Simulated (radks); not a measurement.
Tb14+, configuration [Kr] 4d(3/2: 3, 5/2: 6) 4f(5/2: 4, 7/2: 0) 5s2 (not the ground configuration). Calculated with a radial shooting solver on a logarithmic mesh with Libxc functionals: Dirac Kohn-Sham, PBE, spin-unpolarised, spherical densities, finite nucleus; Fermi nuclear charge, rms radius 5.06 fm.

Radial electron density D(r) = 4 pi r^2 rho(r):

r (bohr),D(r) (e/bohr)
0.001308,6.886
0.001499,8.537
0.001717,10.54
0.001952,12.81
0.002236,15.69
0.002541,18.89
0.002911,22.87
0.003336,27.50
0.003791,32.47
0.004343,38.39
0.004936,44.53
0.005656,51.55
0.006479,58.88
0.007364,65.82
0.008437,72.88
0.009589,78.86
0.01099,84.04
0.01259,87.58
0.01431,89.11
0.01639,88.76
0.01863,86.78
0.02134,83.61
0.02445,80.41
0.02779,78.64
0.03184,79.34
0.03618,83.21
0.04146,90.63
0.0475,100.1
0.05398,108.7
0.06185,114.5
0.07085,114.5
0.08053,109.0
0.09226,99.42
0.1049,90.95
0.1201,86.93
0.1376,89.89
0.1564,96.69
0.1792,102.0
0.2037,99.29
0.2334,86.22
0.2674,66.99
0.3039,50.94
0.3482,42.56
0.3957,43.19
0.4533,47.38
0.5194,48.20
0.5903,42.95
0.6763,32.76
0.7686,22.53
0.8806,13.92
1.009,8.255
1.147,4.900
1.314,2.591
1.493,1.227
1.711,0.4418
1.96,0.1185
2.228,0.02496
2.552,0.003242
2.9,0.0003151

D(r) has 4 maxima, at r = 0.0149, 0.0665, 0.184, 0.495 bohr, and minima at 0.0289, 0.121, 0.365 bohr, inside which lie 2.02, 11.17, 29.38 electrons.
